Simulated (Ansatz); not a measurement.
System: C3H5O (charge -1, singlet). It need not be the lowest isomer of its formula. Whether it binds its extra electron was not tested at this geometry. 
Geometry from a B3LYP-D3(BJ)/def2-TZVP (Ansatz, a first-principles code) optimisation:
```xyz
9

C      1.7884    -0.2458    -0.4593
C      0.6848    -0.2661     0.2998
C     -0.5387     0.4148    -0.2257
O     -1.7151    -0.0128     0.5146
H      1.8599     0.2301    -1.4584
H      2.7245    -0.7111    -0.1397
H     -0.7442     0.2096    -1.2924
H     -0.4499     1.5081    -0.1122
H     -1.2767    -0.5512     1.1974
```
Charge -1, spin multiplicity 1.

Parts of the frozen-core correlation energy in cc-pVTZ (Ansatz, hartree). Frozen orbitals: 4; correlated occupied orbitals by spin: 12 and 12; virtual: 174 and 174. No spin-orbit coupling. No relativistic terms.

| term | value |
|---|---|
| reference (HF) | -191.33414 |
| MP2 opposite-spin | -0.57236 |
| MP2 same-spin | ___ |
| CCSD correlation | ___ |
| (T) | ___ |
| T1 diagnostic | 0.014 |
| largest doubles amplitude | 0.046 |

Some entries are withheld; supply them.


- MP2 same-spin, value: -0.18198
- CCSD correlation, value: -0.78078
- (T), value: -0.03459
